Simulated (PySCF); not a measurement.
Simulated C 1s region for `N#CC/C(Cl)=C/Cl`, binding energy against the vacuum level.

Every computed line was given a Gaussian of 1.0 eV full width at half maximum and an area set by the number of equivalent atoms; the highest printed point is 100. Method: PySCF 2.14.0, delta-SCF UKS SCAN, pcX-2 on the ionised atom, pcseg-1 elsewhere, spin-free X2C.

binding energy (eV), intensity and a bar:
```
    291.0          0 
    291.1          0 
    291.2          1 
    291.3          1 
    291.4          2 #
    291.5          4 #
    291.6          7 ##
    291.7         11 ###
    291.8         17 #####
    291.9         25 #######
    292.0         34 ##########
    292.1         46 ##############
    292.2         58 ##################
    292.3         71 #####################
    292.4         82 #########################
    292.5         92 ###########################
    292.6         98 #############################
    292.7        100 ##############################
    292.8         99 ##############################
    292.9         94 ############################
    293.0         86 ##########################
    293.1         76 #######################
    293.2         64 ###################
    293.3         53 ################
    293.4         42 ############
    293.5         32 #########
    293.6         23 #######
    293.7         16 #####
    293.8         11 ###
    293.9          7 ##
    294.0          4 #
    294.1          2 #
    294.2          1 
    294.3          1 
    294.4          0 
    294.5          0 
    294.6          0
```

Problem. How many maxima does the curve show, and how many computed lines lie under it?

Solution. The curve has 1 maximum (at 292.7 eV). Under it lie 4 lines from 4 inequivalent carbon sites. At this width some lines have no maximum of their own.

Problem. Decompose the envelope and assign each component. Numbering: `[N:1]#[C:2][CH2:3]/[C:4]([Cl:5])=[CH:6]/[Cl:7]`.

Solution. 
```tsv
position (eV)	relative area	line	atoms	environment
292.47	1	C 1s	C6	vinylic C–Cl carbon
292.55	1	C 1s	C2	nitrile carbon
292.81	1	C 1s	C4	vinylic C–Cl carbon
293.12	1	C 1s	C3	sp3 carbon next to a nitrile
```

The listed C 1s values span 0.65 eV, from C6 (bonded to Cl, C (double bond) and H) to C3 (bonded to 2 C and 2 H). The widest gap between neighbouring values is 0.31 eV, between 292.81 and 293.12 eV. Summing the Pauling electronegativity differences to the bonded atoms, each weighted by its formal bond order, gives +0.26 for the lowest site and -0.70 for the highest; the largest sum, +1.47, belongs to C2, 0.57 eV below the top. The smallest sum, -0.70, belongs to C3, 0.65 eV above the lowest.

The curve has no shake-up lines and no vibrational structure. The structure is a single GFN2-xTB conformer in the gas phase; no vibrational or solvent corrections.

The values belong to the conformer `[N:1]#[C:2][CH2:3]/[C:4]([Cl:5])=[CH:6]/[Cl:7]`: C2–C3–C4–Cl5 -73°.
